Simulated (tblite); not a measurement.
Compound: C7H11 (doublet state).
Numbering: `[CH3:1][C:2]1=[CH:3][CH2:4][CH2:5][CH2:6][CH:7]1` (hydrogens: H8, H9, H10 on C1; H11 on C3; H12, H13 on C4; H14, H15 on C5; H16, H17 on C6; H18 on C7)

Computed geometry: GFN2-xTB, gas phase. This method treats the open shell by occupation alone, without spin polarisation.

Problem. What internal coordinates does the optimisation give?

Solution. 
```json
{"bond": "C1–C2", "length (bohr)": "2.844", "order": "single"}
{"bond": "C2=C3, C2–C7", "length (bohr)": "2.607", "order": "double/single"}
{"bond": "C3–C4, C6–C7", "length (bohr)": "2.816", "order": "single"}
{"bond": "C4–C5, C5–C6", "length (bohr)": "2.886", "order": "single"}
{"bond": "C1–H8, C1–H9, C1–H10", "length (bohr)": "2.056", "order": "single"}
{"bond": "C3–H11, C7–H18", "length (bohr)": "2.039", "order": "single"}
{"bond": "C4–H12 and 3 like bonds", "length (bohr)": "2.071", "order": "single"}
{"bond": "C5–H14, C5–H15", "length (bohr)": "2.064", "order": "single"}
```

Bonds in one row agree within 0.02 bohr and their mean is given. Orders are formal, as drawn. A selection of angles:
```json
{"angle": "C2–C1–H8", "degrees": "110.1"}
{"angle": "C2–C1–H9", "degrees": "110.9"}
{"angle": "H8–C1–H9", "degrees": "108.2"}
{"angle": "H9–C1–H10", "degrees": "108.9"}
{"angle": "C1–C2–C3", "degrees": "119.4"}
{"angle": "C3–C2–C7", "degrees": "120.7"}
{"angle": "C2–C3–C4", "degrees": "121.7"}
{"angle": "C2–C3–H11", "degrees": "120.3"}
{"angle": "C4–C3–H11", "degrees": "118.0"}
{"angle": "C3–C4–C5", "degrees": "110.6"}
{"angle": "C3–C4–H12", "degrees": "110.2"}
{"angle": "C5–C4–H12", "degrees": "110.4"}
{"angle": "H12–C4–H13", "degrees": "106.8"}
{"angle": "C4–C5–C6", "degrees": "109.8"}
{"angle": "C4–C5–H14", "degrees": "110.5"}
{"angle": "H14–C5–H15", "degrees": "108.2"}
```

Torsions: C1–C2–C3–C4 -178° (antiperiplanar); C2–C3–C4–C5 27° (synperiplanar); C3–C4–C5–C6 -53° (synclinal); C4–C5–C6–C7 53° (synclinal); C5–C6–C7–C2 -27° (synperiplanar); C1–C2–C7–C6 179° (antiperiplanar). The mirror-image conformer, all signs reversed, is as good.

C3 (carbon bonded to 2 C and H) is planar (angles 121.7°, 120.3° and 118.0°, sum 360.0°, 0.01 Å off the plane of its three neighbours). Of the pairs four or more bonds apart, H9···H18 is among the closest relative to their van der Waals radii: 2.40 Å, 100 % of the sum of Bondi's values. The C–C distances run from 1.379 Å (C2–C7, drawn single in one of several resonance forms) to 1.527 Å (C4–C5, drawn single), a spread of 0.148 Å. C2 (carbon bonded to 3 C) is planar (angles 120.7°, 119.9° and 119.4°, sum 360.0°, 0.00 Å off the plane of its three neighbours). The 6-membered ring C2–C3–C4–C5–C6–C7 has internal angles of 109.8° to 121.7° (sum 695°, against 720° for a flat polygon); it is puckered, 0.20 Å rms from its mean plane, widest ring torsion 53°.

Point group: near Cs, missed by 0.24 Å at most; the miss may be what the optimiser left on a soft mode. GFN2-xTB frequencies show an imaginary mode (29i cm⁻¹), so the point is no minimum at that level.

The run took 0.37 s on Arm Neoverse V1, one thread, shared host. This is the geometry optimisation.
